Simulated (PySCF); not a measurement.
The dipole of `CO[C@@H]1C[P@](C)(=O)[C@H]1C` from its density and from atomic charges.

Coordinates (GFN2-xTB, Å) and charges (e) from the PBE0/pcSseg-1 density (PySCF):

```tsv
atom	x	y	z	Mulliken	IAO	Hirshfeld	ESP-fitted
C1	3.082	-0.358	0.057	-0.0232	-0.2026	-0.0407	-0.1389
O2	2.013	0.345	-0.527	-0.4963	-0.3847	-0.1398	-0.3673
C3	0.758	0.006	-0.004	+0.0864	+0.0918	+0.0417	+0.3519
C4	0.201	-1.378	-0.428	-0.4108	-0.5650	-0.1349	-0.6681
P5	-1.454	-0.611	-0.742	+0.8996	+1.5004	+0.4328	+0.9810
C6	-2.453	-0.761	0.785	-0.4851	-0.6893	-0.1571	-0.6212
O7	-2.191	-0.900	-1.975	-0.5832	-0.9013	-0.4071	-0.6737
C8	-0.355	0.885	-0.609	-0.5106	-0.3629	-0.0723	-0.1390
C9	-0.768	2.119	0.166	-0.1854	-0.4193	-0.1184	-0.3709
H10	3.988	0.013	-0.416	+0.1256	+0.1612	+0.0527	+0.1280
H11	2.997	-1.437	-0.114	+0.0943	+0.1232	+0.0371	+0.0881
H12	3.131	-0.174	1.138	+0.0884	+0.1204	+0.0361	+0.0724
H13	0.776	0.092	1.094	+0.0898	+0.1054	+0.0298	+0.0430
H14	0.638	-1.695	-1.375	+0.1677	+0.1705	+0.0523	+0.2098
H15	0.296	-2.177	0.304	+0.1475	+0.1481	+0.0402	+0.1726
H16	-3.263	-0.036	0.730	+0.1630	+0.1715	+0.0578	+0.1775
H17	-1.860	-0.598	1.679	+0.1367	+0.1567	+0.0493	+0.1511
H18	-2.881	-1.762	0.793	+0.1674	+0.1746	+0.0591	+0.1879
H19	-0.052	1.157	-1.625	+0.1667	+0.1683	+0.0522	+0.0964
H20	0.053	2.833	0.195	+0.1302	+0.1511	+0.0464	+0.1180
H21	-1.622	2.592	-0.316	+0.1282	+0.1495	+0.0464	+0.1170
H22	-1.043	1.866	1.188	+0.1031	+0.1323	+0.0363	+0.0843
```

Task: Compute μ = Σ q r for each scheme (1 e·Å = 4.803 D) and compare with the dipole of the full density.

Result: The full density gives (1.98, 0.14, 4.26) D, 4.70 D in size; dipole vectors point from the negative to the positive end.

```
    scheme    μx     μy    μz  size (D)  share of the full size (%)  angle to the full dipole (°)
  Mulliken  0.44  -0.67  5.22      5.28                         113                            22
       IAO  1.83  -0.09  5.21      5.52                         118                             6
 Hirshfeld  1.45   0.34  3.00      3.35                          71                             4
ESP-fitted  1.99   0.15  4.32      4.76                         101                             0
```

Task: Which set comes closest?

Result: Length of the difference vector: ESP-fitted 0.07 D, IAO 0.99 D, Hirshfeld 1.38 D, Mulliken 1.99 D. Closest: ESP-fitted. ESP charges are fitted to the potential around the molecule, whose slowest-falling term is the dipole's. 

Task: What is left for the Hirshfeld atoms' own dipoles?

Result: The Hirshfeld atoms' densities add up to the full density, so μ = Σ q r + Σ (atomic dipoles). The atomic dipoles sum to (1.98, 0.14, 4.26) − (1.45, 0.34, 3.00) = (0.53, -0.20, 1.26) D, 1.38 D in size.

Task: With the origin at the mean of the coordinates, (0.000, 0.001, 0.000) Å, which are the largest single terms, by size, of the Mulliken dipole along the direction of the full one?

Result: O7 +7.68, P5 -5.63, C8 +1.65, H19 -1.17, H12 +1.00 D; all 22 atoms together +4.90 D. The single terms depend on the origin, their sum doesn't.

Task: Give the size of the full dipole in other units.

Result: 4.70 D = 1.848 au = 0.978 e·Å = 15.66 × 10⁻³⁰ C·m.

Isolated species at its GFN2-xTB geometry (one conformer only).

These values come from a run that also computed NMR shieldings. Time: 57 s wall (grids of density and orbitals included); peak memory 1.0 GiB. Hardware: one thread, Intel Xeon Platinum 8488C (x86_64), no GPU, on a shared host.

The values belong to the conformer `[CH3:1][O:2][C@@H:3]1[CH2:4][P@:5]([CH3:6])(=[O:7])[C@H:8]1[CH3:9]`: C1–O2–C3–C4 -73°.
